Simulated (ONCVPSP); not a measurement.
An all-electron radial function and its pseudo partner (phosphorus)

Columns: radius, all-electron u(r) and pseudo u(r) of the 3p shell (level -5.51 eV) of phosphorus in the configuration [Ne] 3s2 3p3; PBE, scalar-relativistic, ONCV scheme, ONCVPSP 4.0.1.

```tsv
r (bohr)	all-electron	pseudo
0.098	-0.1273	0.0054
0.195	-0.2577	0.0211
0.292	-0.2966	0.0465
0.390	-0.2583	0.0812
0.488	-0.1726	0.1240
0.585	-0.0651	0.1731
0.682	0.0489	0.2273
0.780	0.1609	0.2855
0.878	0.2641	0.3450
0.975	0.3547	0.4031
1.072	0.4331	0.4586
1.170	0.5001	0.5105
1.268	0.5552	0.5570
1.365	0.5985	0.5966
1.463	0.6318	0.6292
1.560	0.6552	0.6534
1.658	0.6706	0.6698
1.755	0.6785	0.6783
1.852	0.6804	0.6803
1.950	0.6770	0.6770
2.047	0.6693	0.6693
2.145	0.6579	0.6579
2.242	0.6438	0.6438
2.340	0.6273	0.6273
2.438	0.6090	0.6090
2.535	0.5897	0.5896
```

(1) How many radial nodes do the two functions have?

(2) At about which radius was the pseudo-wave matched?

(3) Where does each function peak?

(4) Is the pseudo-wave norm-conserving?

Answers

(1) The all-electron 3p function has n − l − 1 = 1; the pseudo-wave has 0, since the states of the same l below it are removed with the core.

(2) 1.95 bohr. The columns agree to 0.0005 from 1.75 bohr on; several derivatives are matched, so the curves merge somewhat inside the radius.

(3) Outermost all-electron maximum near 1.85 bohr, pseudo maximum near 1.85 bohr (to the table’s step).

(4) Yes: the ONCV scheme keeps the norm inside the radius equal to the all-electron one, which fixes the energy derivative of the logarithmic derivative at the level.
